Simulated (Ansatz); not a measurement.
Cost and result for the atomization energy of C₂H₄BNS (`B1C=NCS1`) (9 atoms, 9 bonds).

| atom | x (Å) | y (Å) | z (Å) |
| --- | --- | --- | --- |
| B1 | 1.021 | -0.089 | 0.944 |
| C2 | 0.124 | 1.080 | 0.414 |
| N3 | -0.737 | 0.784 | -0.484 |
| C4 | -0.735 | -0.584 | -0.857 |
| S5 | 0.526 | -1.536 | 0.078 |
| H6 | 1.880 | -0.065 | 1.765 |
| H7 | 0.164 | 2.120 | 0.737 |
| H8 | -1.718 | -1.026 | -0.670 |
| H9 | -0.526 | -0.682 | -1.927 |

Total charge 0; spin multiplicity 1. Geometry: relaxed with PBE0-D4/def2-TZVP. Program: Ansatz. All runs use 2 threads of an AMD EPYC 9B45 on a shared host. Times are those of one run each, without the atoms' runs, and a repeat can differ threefold. Electronic energies, without spin–orbit coupling; frozen cores. CCSD(T)/CBS adds CCSD(T) − MP2 in def2-TZVPP to the MP2 limit, and its time is that of the two runs behind it. T1 = 0.017; the RHF reference is unstable towards UHF. B3LYP takes the VWN-RPA correlation (the form of Gaussian; ORCA's B3LYP/G).

CCSD(T)/CBS is a level of theory with its own doubt, some kJ/mol a heavy atom from the limit and from the frozen cores, so smaller differences don't rank the functionals.

```csv
level,functions,wall time
LDA (SPW92)/def2-TZVPP,222,0.7 s
BLYP-D4/def2-TZVPP,222,1.2 s
PBE-D4/def2-TZVPP (with forces),222,1.4 s
PBE0-D4/def2-TZVPP,222,1.6 s
CAM-B3LYP-D4/def2-TZVPP,222,1.9 s
CCSD(T)/def2-SVP,94,2 s
r2SCAN-D4/def2-TZVPP (with forces),222,2.4 s
B3LYP-D4/def2-TZVPP (with forces),222,2.5 s
ωB97X-V/def2-TZVPP,222,3.8 s
B97M-V/def2-TZVPP,222,4 s
MP2/def2-QZVPP,418,12 s
CCSD(T)/def2-TZVPP,222,37 s
CCSD(T)/CBS(def2),–,49 s
```

Q: What atomization energy does each give, and how far from CCSD(T)/CBS? (Estimate.)

A: Computed: 
```
                             level  atomization (kcal/mol)  difference from CCSD(T)/CBS  per bond
            LDA (SPW92)/def2-TZVPP                  1023.3                        151.6      16.8
                BLYP-D4/def2-TZVPP                   882.8                         11.1       1.2
   PBE-D4/def2-TZVPP (with forces)                   912.4                         40.7       4.5
                PBE0-D4/def2-TZVPP                   889.4                         17.7       2.0
           CAM-B3LYP-D4/def2-TZVPP                   879.0                          7.3       0.8
                  CCSD(T)/def2-SVP                   828.1                        -43.6      -4.8
r2SCAN-D4/def2-TZVPP (with forces)                   883.3                         11.6       1.3
 B3LYP-D4/def2-TZVPP (with forces)                   878.7                          7.0       0.8
                ωB97X-V/def2-TZVPP                   879.7                          8.0       0.9
                 B97M-V/def2-TZVPP                   883.1                         11.4       1.3
                    MP2/def2-QZVPP                   884.5                         12.8       1.4
                CCSD(T)/def2-TZVPP                   847.2                        -24.5      -2.7
                 CCSD(T)/CBS(def2)                   871.7                          0.0       0.0
```

From PBE to PBE0 (25 % exact exchange), in def2-TZVPP and without D4, the atomization energy moves by −22.1 kcal/mol: exact exchange takes away binding that semilocal exchange gives to molecules. At CCSD(T), def2-SVP lies −43.6 kcal/mol from the extrapolated value and def2-TZVPP −24.4 kcal/mol: correlation converges slowly with the basis, and small sets miss more of it in the bonded molecule than in its fragments. In def2-TZVPP, CCSD(T) changes the Hartree–Fock value by +230.5 kcal/mol (the triples alone add +19.1 kcal/mol) and MP2 by +253.4 kcal/mol; breaking electron pairs costs correlation energy, which Hartree–Fock lacks.
